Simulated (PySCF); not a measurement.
H2OSi, SMILES O=[SiH2] (connectivity only; charge and spin as stated), charge -1, multiplicity 2. Coordinates come from a B3LYP-D3(BJ)/def2-TZVPD optimisation. The multiplicity is an assumed one; other spin states were not compared.

These are B3LYP-D3(BJ)/def2-TZVPD in PySCF values and carry that method's errors.

Harmonic wavenumbers (cm⁻¹): 694, 727, 944, 1045, 1892, 1895. Rotational constants (GHz): 137.6, 17.30, 16.19; symmetry number 1.

Work out the zero-point energy and the ideal-gas rigid-rotor harmonic-oscillator thermochemistry at 298.15 K and 1 atm.

ZPE = ½ Σ hcν = ½ × 7197 cm⁻¹ = 10.29 kcal/mol. H − E(el) = 12.84 kcal/mol. Entropy in cal/(mol K): translation 37.41, rotation 19.66, vibration 0.79, spin 1.38, total 59.24. G − E(el) = -4.82 kcal/mol. Cp = 10.38 cal/(mol K).
